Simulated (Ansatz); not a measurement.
`[OH][Ti]([SH])([Cl])[Cl]` + `COC(C)Cl` → `[OH][Ti]([Cl])([Cl])[Cl]` + `COC(C)S`  (formal exchange of groups at a Ti–S bond)

Program: Ansatz. Geometries: PBE0-D4/def2-TZVP. ΔE: electronic, gas phase. CCSD(T)/CBS is the MP2 limit (def2-TZVPP, def2-QZVPP) plus CCSD(T) − MP2 in def2-TZVPP, frozen cores. DFT in def2-TZVPP. B3LYP here is the variant with VWN-RPA as its local correlation; programs differ in this. HSE06 is defined as in plane-wave codes. For Ti outer-core shells are correlated without core-valence functions, which leaves a few kJ/mol of doubt a bond. Scalar relativity is left out up to krypton. One conformer a species, not always the lowest.

`[OH][Ti]([SH])([Cl])[Cl]`:

Cartesian coordinates in Å:
```
O -1.519 -0.354 0.753
Ti 0.083 -0.262 0.069
S 0.383 1.944 -0.364
Cl 1.620 -0.962 1.466
Cl 0.226 -1.398 -1.795
H -2.419 -0.675 0.697
H 1.627 1.707 -0.826
```

`COC(C)Cl`:

```xyz
12

C     0.068    1.796   -0.548
O    -0.553    0.641   -0.030
C     0.267   -0.446    0.089
C    -0.553   -1.658    0.426
Cl    1.521   -0.192    1.407
H     0.540    1.587   -1.516
H     0.823    2.177    0.145
H    -0.715    2.541   -0.682
H     0.882   -0.586   -0.806
H    -1.266   -1.841   -0.381
H    -1.102   -1.488    1.352
H     0.088   -2.530    0.545
```

`[OH][Ti]([Cl])([Cl])[Cl]`:

```xyz
6

O    -0.679    1.140    0.422
Ti    0.200   -0.229   -0.208
Cl    0.993    0.261   -2.179
Cl    1.824   -0.725    1.157
Cl   -1.141   -1.942   -0.338
H    -1.197    1.495    1.146
```

`COC(C)S`:

```xyz
13

C    -0.234   -0.267   -1.926
O     0.528   -0.061   -0.762
C    -0.195   -0.149    0.424
C     0.793   -0.210    1.562
S    -1.418    1.202    0.644
H    -0.706   -1.258   -1.919
H     0.452   -0.204   -2.770
H    -1.013    0.496   -2.030
H    -0.832   -1.047    0.417
H     1.401    0.697    1.580
H     1.459   -1.065    1.425
H     0.274   -0.305    2.516
H    -0.508    2.170    0.838
```

```
             level  ΔE (kJ/mol)  difference from CCSD(T)/CBS
       LDA (SPW92)        -46.5                          1.8
          B3LYP-D4        -48.0                          0.3
          HSE06-D4        -47.9                          0.4
          BHLYP-D4        -51.1                         -2.8
           ωB97X-V        -51.6                         -3.3
               PBE        -45.3                          3.0
            revPBE        -44.6                          3.7
             HSE06        -47.8                          0.5
           LC-ωPBE        -52.5                         -4.2
CCSD(T)/def2-TZVPP        -48.1                          0.2
       CCSD(T)/CBS        -48.3                            0
```

Largest T1 diagnostic among the species: 0.026, so the coupled-cluster value is less sure than usual.

At CCSD(T), def2-SVP lies −3.3 kJ/mol from the extrapolated value and def2-TZVPP +0.2 kJ/mol. In def2-TZVPP, CCSD(T) changes the Hartree–Fock value by +7.3 kJ/mol (the triples alone add +3.0 kJ/mol) and MP2 by +7.8 kJ/mol. From BLYP to BHLYP (50 % exact exchange), in def2-TZVPP and without D4, ΔE moves by −6.2 kJ/mol.
